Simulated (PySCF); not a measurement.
## Unknowns

No relativistic terms, equivalent nuclei averaged, in vacuum, single conformer. Coordinates at the GFN2-xTB level; GIAO PBE0/pcSseg-1 shieldings; PySCF 2.14.0 with density-fitted response routines.

References, each an isolated molecule treated in the same way: TMS for 1H and 13C. Splittings of carbon signals by F and P are missing where no couplings were computed. Where no couplings were computed, multiplicities follow the n + 1 count of equivalent neighbours, and m marks all less simple cases (inequivalent or close neighbours, rings, F or P nearby). Shifts are as computed. Against solution values, carbons near 30 ppm lie about +3 ppm off and those near 130 ppm about +5 ppm. Of 1211 compounds with measured shifts, 218 miss one by over three times the rms of a fit or turn the order of signals round; such compounds aren't used in these exercises. OH and NH positions are gas-phase values without hydrogen bonding to other molecules.

Q: C$_{7}$H$_{5}$F$_{4}$P. 1H NMR (600 MHz, computed): δ 6.95 (m, 2H), 6.70 (m, 2H), 5.23 (m, 1H). 13C{1H} NMR (computed): δ 168.5 (C), 142.4 (CH), 135.8 (C), 130.1 (CH), 90.9 (CH). Identify the compound.

A: `FC(F)=C(F)P1C=CC(F)C=C1`. 5 carbon signals for 7 carbons: some carbons are equivalent by symmetry or fast rotation. Carbon types of the structure: 2 × C, 5 × CH, which accounts for all hydrogens. δC 168.5, 135.8: fully substituted alkene carbon. δC 142.4, 130.1: alkene CH; an sp2 carbon of a C=C bond. δC 90.9: allylic sp3 CH bonded to F; deshielded by the electronegative neighbour. δH 6.95, 6.70: hydrogen on an alkene CH; olefinic region.

The shifts were computed for this structure.

Q: C$_{9}$H$_{13}$N. 1H NMR (400 MHz, computed): δ 10.45 (br s, 1H), 7.85 (d, 1H), 6.73 (m, 1H), 6.58 (m, 1H), 2.57 (m, 1H), 2.54 (m, 1H), 2.47 (m, 1H), 1.87 (m, 1H), 1.68 (m, 1H), 1.54 (m, 1H), 1.33 (m, 1H), 1.28 (m, 1H), 1.16 (m, 1H). 13C{1H} NMR (computed): δ 182.4, 144.2, 141.6, 52.1, 37.9, 33.6, 32.4, 28.6, 27.6. What is it?

A: `InChI=1S/C9H13N/c10-6-9-5-7-1-3-8(9)4-2-7/h1,3,6-10H,2,4-5H2/b10-6+/t7-,8+,9+/m1/s1`. Rings plus π bonds: 4 (2 rings in the answer). 9 carbon signals for 9 carbons: no two carbons are equivalent. Carbon types of the structure: 6 × CH, 3 × CH2, leaving 1 H on heteroatoms. δC 182.4: C=N carbon. δC 144.2, 141.6: alkene CH; the olefinic region. δC 52.1: sp3 CH in a ring; a saturated carbon with 3 carbon neighbours and no heteroatom attached. δH 10.45: hydrogen on an imine nitrogen; exchangeable; this is the value without hydrogen bonding to other molecules.

The data come from this structure; uniqueness wasn't tested.
